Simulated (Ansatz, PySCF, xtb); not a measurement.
Potential energy curve for NaF, singlet.

Levels: UCCSDT(Q) = CCSDT(Q) on UHF/cc-pVDZ, frozen core (Ansatz, a program for electronic structure); RCCSDTQ = CCSDTQ on RHF/cc-pVDZ, frozen core (Ansatz); GFN1-xTB (xtb); RKS-B3LYP/6-311+G** = PySCF with restricted B3LYP/6-311+G**, spherical d; UKS-B3LYP/6-311+G** = unrestricted B3LYP/6-311+G**, spherical d run with PySCF.

Energies are in kJ/mol, each relative to the lowest point of its own curve near equilibrium.

```tsv
R / Å	UCCSDT(Q)	RCCSDTQ	GFN1-xTB	RKS-B3LYP/6-311+G**	UKS-B3LYP/6-311+G**
1.52	202.0	201.9	59.0	208.3	208.3
1.61	100.3	100.2	[?]	108.8	108.8
1.76	19.4	19.4	[?]	26.1	26.1
1.80	9.9	9.9	0.0	15.3	15.3
1.87	1.3	1.3	2.6	4.1	4.1
1.92	0.0	0.0	[?]	0.6	0.6
1.95	0.7	0.7	[?]	0.0	0.0
2.02	5.8	5.9	15.2	1.9	1.9
2.12	18.9	18.9	26.3	10.6	10.6
2.23	37.9	38.0	39.6	25.1	25.1
2.39	70.0	70.2	[?]	50.9	50.9
2.60	115.0	115.4	87.6	87.3	87.3
2.86	170.6	171.2	122.0	130.7	130.7
3.19	236.8	237.8	165.1	179.5	179.5
3.45	—	285.1	197.3	212.4	212.4
3.91	—	[?]	247.4	259.3	257.1
4.28	—	386.0	—	288.0	281.5
4.77	—	—	—	316.8	304.0
5.22	—	—	—	336.5	318.4
5.70	—	—	—	352.2	329.3
```

Task: Fill in the missing entries.

Result: 
- 1.61, GFN1-xTB: 19.7
- 1.76, GFN1-xTB: 0.1
- 1.92, GFN1-xTB: 6.0
- 1.95, GFN1-xTB: 8.5
- 2.39, GFN1-xTB: 60.0
- 3.91, RCCSDTQ: 352.6

A dash means that the run gave no value there, or that the column was ended at a point which the program doubted or which failed a test of continuity chosen for this set; such a test can also cut sound points.

The scan ran from 1.52 to 7.76 Å; beyond the distances shown full CI changes its symmetry label. The unrestricted determinant behind UCCSDT(Q) is spin-contaminated at 3.45 to 5.70 Å (<S²> up to 1.0, against 0.00 for a pure singlet). The T1 diagnostic of CCSD on the restricted reference of RCCSDTQ exceeds 0.045 at 3.45 to 5.70 Å. The restricted form behind RKS-B3LYP/6-311+G** keeps the bonding electrons paired and can't separate into open-shell fragments. The unrestricted determinant behind UKS-B3LYP/6-311+G** is spin-contaminated at 3.91 to 5.70 Å (<S²> up to 0.4, against 0.00 for a pure singlet).
